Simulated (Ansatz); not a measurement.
Input file for Ansatz (a program for electronic structure): R-r2SCAN/def2-TZVPP on OH-, 2S+1 = 1, a spin state set in the input, which need not be the lowest, a point of a bond scan (R = 0.968 Å). Charge -1.

Ansatz 0.2 input:
```yaml
crystal:
  periodic: [false, false, false]
  atoms:
    - {symbol: H, position_ang: [0.00000000, 0.00000000, 0.00000000]}
    - {symbol: O, position_ang: [0.00000000, 0.00000000, 0.96787800]}
basis:
  gaussian:
    orbitals: def2-TZVPP
    pivot_positions_ang: [[0.00000000, 0.00000000, 0.00000000], [0.00000000, 0.00000000, 0.96787800]]
hamiltonian:
  xc: {name: r2SCAN}
total_charge: -1
output: {forces: true, orbitals: {seedname: ./end}}
```

The head of its log:

```
WARN ansatz: RAYON_NUM_THREADS=2 ignored (pool sized by the plan → 2); use --threads N
Functional definition: r2SCAN
integrals: 0.00 GiB planned
210 factors; their error is unknown
mean field: 0.07 GiB planned
mean field evaluation 1: about -2060.1235 eV, gradient 3.2e1 eV
mean field evaluation 2: about -2056.1434 eV, gradient 6.1e1 eV
```

What total energy does the run end on?

-75.7676 hartree.
